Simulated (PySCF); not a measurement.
# Computed records: CH7B2Si, CH5B2Si, CH3BFSi

Calculation on a computer-drawn molecule: the log of a Hartree-Fock and frozen-core CCSD(T) single point meant for a local Hartree-Fock minimum, with one planted fault or none, to be diagnosed. Offsets are logged minus clean, where the clean run is the same molecule without the fault. The reference is restricted for singlets and unrestricted otherwise, and also for a bond in bohr or an excited solution. Adding or removing an electron swaps singlet and doublet. The excited solution moves the top pair (singlet) or top alpha electron (doublet) to the lowest empty orbital. Highest occupied and lowest empty are orbital energies over both spins, largest force is the largest gradient component, triples share is (T) over the correlation energy, the T1 limit is 0.02 restricted and 0.045 unrestricted, electrons count all cores, a negative frequency is imaginary (commonest isotopes), and the dipole is about the centre of nuclear charge. Program: PySCF 2.14.0.

Common to all runs: meant charge 0; meant multiplicity 2; meant basis cc-pV(D+d)Z; logged SCF converged yes; logged CC converged yes; logged SCF stable within its kind yes; possible faults no fault, one electron removed, one electron added, multiplicity raised by two, geometry at a saddle point, SCF held on an excited solution, minimal basis STO-3G, one bond length entered in bohr, all coordinates scaled.

(1) CH7B2Si

Logged structure:
```xyz
11
CH7B2Si
B      0.2156     0.0851     0.5482
C     -0.5308     1.4415     0.5417
B     -1.4421     1.6292    -0.7165
Si    -1.7039     1.3823     2.0566
H      1.3747    -0.1130     0.7787
H      0.1333     2.2950     0.7233
H     -2.1824     0.7533    -1.0711
H     -1.4251     2.6588    -1.3341
H     -0.9178     1.1126     3.2815
H     -2.3598     2.7013     2.2044
H     -2.7353     0.3373     1.8964
```

```
logged electrons        : 37
logged basis functions  : 31
logged spin squared     : 0.7526
logged highest occupied : -7.2662 eV
logged lowest empty     : 6.7757 eV
logged largest force    : 0.027299 hartree/bohr
logged T1 diagnostic    : 0.0082756
logged D1 diagnostic    : 0.030322
logged triples share    : 0.012795
logged dipole magnitude : 0.72598 debye
logged energy HF        : -375.73737 hartree
logged energy CCSD(T)   : -375.94483 hartree
planted fault           : ?
```

Drawn bonds:
```tsv
atom	other atom	order
1	2	1
2	3	1
2	4	1
1	5	1
2	6	1
3	7	1
3	8	1
4	9	1
4	10	1
4	11	1
```

(2) CH5B2Si

Logged structure:
```xyz
9
CH5B2Si
B      0.2058    -1.1665     1.5302
C      0.2161    -1.6792     0.2384
Si    -0.3995    -0.7873    -1.2386
B     -1.1578     0.9858    -1.2585
H      0.1905    -0.7195     2.6168
H      0.6169    -2.6801     0.0868
H     -0.2402    -1.6141    -2.4524
H     -1.2631     1.6139    -0.2384
H     -1.5278     1.4679    -2.2926
```

```
logged electrons        : 35
logged basis functions  : 90
logged spin squared     : 3.7785
logged highest occupied : -6.7686 eV
logged lowest empty     : -0.71552 eV
logged largest force    : 0.10393 hartree/bohr
logged T1 diagnostic    : 0.015183
logged D1 diagnostic    : 0.053384
logged triples share    : 0.028439
logged dipole magnitude : 1.7272 debye
logged energy HF        : -378.88225 hartree
logged energy CCSD(T)   : -379.29059 hartree
planted fault           : ?
```

Drawn bonds:
```tsv
atom	other atom	order
1	2	1
2	3	2
3	4	1
1	5	1
2	6	1
3	7	1
4	8	1
4	9	1
```

(3) CH3BFSi

Logged structure:
```xyz
7
CH3BFSi
B     -1.3521    -1.2783    -1.3797
C     -0.0304    -0.9531    -0.9929
Si     1.0672    -0.1106    -2.2578
F      0.1137     0.1638    -3.5991
H     -2.4632    -1.5354    -1.7548
H      0.3946    -1.2101    -0.0009
H      1.6013     1.2362    -1.8113
```

```
logged electrons        : 37
logged basis functions  : 80
logged spin squared     : 0.7824
logged highest occupied : -8.3784 eV
logged lowest empty     : 1.512 eV
logged largest force    : 0.017426 hartree/bohr
logged T1 diagnostic    : 0.019853
logged D1 diagnostic    : 0.065089
logged triples share    : 0.028916
logged dipole magnitude : 2.205 debye
logged energy HF        : -452.64626 hartree
logged energy CCSD(T)   : -453.16757 hartree
planted fault           : ?
```

Drawn bonds:
```tsv
atom	other atom	order
1	2	1
2	3	2
3	4	1
1	5	1
2	6	1
3	7	1
```

To be estimated
1. Which fault was planted in the run of CH7B2Si (entry 1)?
2. CH5B2Si (entry 2): planted fault?
3. Which fault was planted in the run of CH3BFSi (entry 3)?

## Answers
1. minimal basis STO-3G
2. multiplicity raised by two
3. all coordinates scaled, by +2.2 %

Further results for CH7B2Si (entry 1):

```
HF energy offset from clean run      : 2782 kcal/mol
CCSD(T) energy offset from clean run : 2943 kcal/mol
```

Further results for CH5B2Si (entry 2):

```
HF energy offset from clean run      : 60.26 kcal/mol
CCSD(T) energy offset from clean run : 82.31 kcal/mol
```

Further results for CH3BFSi (entry 3):

```
HF energy offset from clean run      : 2.096 kcal/mol
CCSD(T) energy offset from clean run : 0.002264 kcal/mol
```
